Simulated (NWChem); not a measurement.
Molecule: C2H5ClOSi; SMILES O[Si@H](Cl)C=C

```xyz
10

C      0.6437     2.4659     0.3524
C      0.9645     1.2738    -0.1685
Si    -0.3119    -0.0415    -0.4851
O     -1.7506     0.3037     0.2589
Cl     0.4765    -1.8495     0.2099
H     -0.3810     2.7177     0.6196
H      1.3854     3.2424     0.5329
H      2.0073     1.0748    -0.4198
H     -0.6467    -0.2386    -1.9090
H     -1.7429     0.3592     1.2254
```
Atoms are numbered in this order, from 1.

All runs: NWChem. Pople sets run with spherical d functions. Coordinates come from a B3LYP/6-31G* (spherical d) optimisation. Ions are spin-unrestricted doublets at the neutral geometry; other ion states weren't tried. Functional: LC-ωPBE (HJS hole) with 6-31G*; rows give the range parameter ω in 1/bohr.

Question: At which range parameter does −ε(HOMO) equal the ΔSCF ionisation energy (optimal tuning)?

Answer: about 0.33 per bohr, by linear interpolation in these runs:
```json
[
 {"range parameter (1/bohr)": "0.10", "vertical ionisation energy, ΔSCF (eV)": "10.09", "−ε(HOMO) (eV)": "8.48", "ΔSCF minus −ε(HOMO) (eV)": "1.61"},
 {"range parameter (1/bohr)": "0.20", "vertical ionisation energy, ΔSCF (eV)": "10.46", "−ε(HOMO) (eV)": "9.68", "ΔSCF minus −ε(HOMO) (eV)": "0.78"},
 {"range parameter (1/bohr)": "0.30", "vertical ionisation energy, ΔSCF (eV)": "10.65", "−ε(HOMO) (eV)": "10.51", "ΔSCF minus −ε(HOMO) (eV)": "0.14"},
 {"range parameter (1/bohr)": "0.35", "vertical ionisation energy, ΔSCF (eV)": "10.68", "−ε(HOMO) (eV)": "10.81", "ΔSCF minus −ε(HOMO) (eV)": "-0.13"}
]
```
